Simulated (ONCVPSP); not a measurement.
Transferability test, ONCV potential for iron

| Item | Value |
| --- | --- |
| Element | Fe |
| Generator | ONCVPSP 4.0.1 |
| Type | optimised norm-conserving Vanderbilt (ONCV) |
| Functional | Wu-Cohen |
| Relativity | scalar-relativistic |
| Frozen core | [Ne] |
| Valence charge | 16 |
| Reference configuration | 3s2 3p6 3d6 4s2 |
| Partial waves | 3s+4s: rc 1.45 bohr, ncon 4, nbas 9, qcut 9.2 1/bohr, 2 projectors; 3p: rc 1.35 bohr, ncon 4, nbas 8, qcut 12.8 1/bohr, 2 projectors, debl 0.9 Ha; 3d: rc 1.70 bohr, ncon 4, nbas 9, qcut 10.4 1/bohr, 2 projectors, debl 3.8 Ha |
| Local potential | polynomial inside 1.25 bohr (lpopt 5, dvloc0 1 Ha) |
| Core correction | none |

In the p channel the program set the typed energies aside and used -2.204, 0.250 Ha.

Energies are relative to the spin-unpolarised reference configuration 3s2 3p6 3d6 4s2; without spin polarisation the order of configurations can differ from experiment.

```
valence configuration  charge  ΔE all-electron (eV)  error AE − PS (meV)
      3s2 3p6 3d6 4s1      +1                 8.761                 +1.1
      3s2 3p6 3d6 4s0      +2                24.853                 +8.1
      3s2 3p6 3d5 4s0      +3                59.073                  +34
  3s2 3p6 3d6 4s0 4p1      +1                13.870                 +3.6
```
